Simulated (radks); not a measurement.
Results of a calculation; reference values are marked as such.
Problem. The table gives one normalised radial function P(r) = r R(r) of Nd+ in [Xe] 4f4 6s1 (r in bohr). Level of theory: scalar-relativistic Kohn-Sham, r2SCAN, spin-polarised, spherical densities, finite nucleus; open shells are filled with parallel spins first (spin-orbit coupling, left out, can overturn this in heavy ions); meta-GGA in the generalised Kohn-Sham scheme; Fermi nuclear charge, rms radius 4.9123 fm (a radial shooting solver on a logarithmic mesh with Libxc functionals).

r,P
0.002478,0.0730
0.003385,0.0908
0.004625,0.1102
0.006319,0.1290
0.008632,0.1429
0.01179,0.1451
0.01611,0.1260
0.02201,0.0751
0.03007,-0.0122
0.04108,-0.1239
0.05612,-0.2170
0.07667,-0.2188
0.1047,-0.0693
0.1431,0.1871
0.1955,0.3421
0.2671,0.1602
0.3648,-0.2852
0.4984,-0.5071
0.6755,-0.1363
0.9229,0.5624
1.261,0.9570
1.722,0.8043
2.353,0.4049
3.215,0.1196
4.392,0.0181
6,0.0009
8.197,0.0000
11.2,0.0000
15.3,0.0000

Which n and l does it have? It may be an empty orbital.

Solution. n = 5, l = 0: the number of nodes gives n - l - 1 = 4, the rise at small r (about r^(l+1), flatter next to the nucleus through relativity) gives l, and the extent must fit the shell. The curve is that of 5s down; the table hardly tells the two spins apart. 5s down: eigenvalue -46.105 eV, 4 radial nodes at r = 0.0290, 0.115, 0.301, 0.720 bohr, <r> = 1.50 bohr, 90 % of the charge inside 2.16 bohr.
